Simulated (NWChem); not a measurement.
# BH$_{2}$O$_{2}$Br; SMILES OB(O)Br

```xyz
6

B     -0.0199     0.9494     0.0000
Br     0.0522    -0.9871     0.0000
O     -1.2323     1.5312     0.0000
H     -1.1650     2.4935     0.0000
O      1.1167     1.6831     0.0000
H      1.9174     1.1498     0.0000
```
Atoms are numbered in this order, from 1.

Level: PBE0/def2-SVP (NWChem), optimised geometry, unscaled harmonic frequencies. This build's default masses of Se (78.918 u) and Br (79.917 u) are each other's, which moves their modes by up to 0.6 %.

```csv
frequency (cm⁻¹),IR intensity (km/mol)
297,3.5
343,9.0
471,135.8
530,59.2
583,80.8
610,78.2
993,132.0
1013,117.8
1276,475.3
1504,335.1
3888,111.0
3925,109.5
```

zero-point energy: 22.1 kcal/mol
thermal correction to the enthalpy at 298.15 K (with zero-point energy): 25.5 kcal/mol
heat capacity Cv: 14.8 cal/(mol K)
entropy at 298.15 K and 1 atm (symmetry number 1): 71.4 cal/(mol K)
dipole moment: 2.21 D

Rigid rotor and harmonic oscillator.
